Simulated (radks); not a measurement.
The numbers below are computed, except where a source is named.
Task: Excited configurations of Dy: one electron is placed in a higher orbital outside [Xe] 4f10 6s1. The ground configuration is [Xe] 4f10 6s2. Level of theory: scalar-relativistic Kohn-Sham, r2SCAN, spin-polarised, spherical densities, finite nucleus; open shells are filled with parallel spins first (spin-orbit coupling, left out, can overturn this in heavy ions); meta-GGA in the generalised Kohn-Sham scheme; Fermi nuclear charge, rms radius 5.2218 fm (a radial shooting solver on a logarithmic mesh with Libxc functionals). Excitation = E - E(ground); binding = E(ion) - E, where the ion is the core of charge +1; n* = 1/sqrt(2 binding) in atomic units, and the quantum defect is n - n*.

| outer orbital | excitation (eV) | binding (eV) | n* | quantum defect | eigenvalue (eV) | <r> (bohr) |
|---|---|---|---|---|---|---|
| 6p | 1.826 | 3.883 | 1.872 | 4.128 | -2.121 | 5.312 |
| 6d | 4.314 | 1.395 | 3.123 | 2.877 | -0.693 | 12.10 |
| 6f | 5.105 | 0.604 | 4.745 | 1.255 | -0.348 | 30.08 |

Estimate the row for 7d.

Result: excitation (eV) 4.866; binding (eV) 0.843; n* 4.017; quantum defect 2.983; eigenvalue (eV) -0.495; <r> (bohr) 22.64. The Delta-SCF ionisation energy is 5.709 eV (NIST Atomic Spectra Database: 5.939 eV, measured). Self-interaction in the functional shifts the binding energies and quantum defects, so they are the method's values and not measured ones. Open shells are spherical and high-spin; term and fine-structure splittings are not resolved. Spin-orbit splitting is averaged out at the scalar-relativistic level.
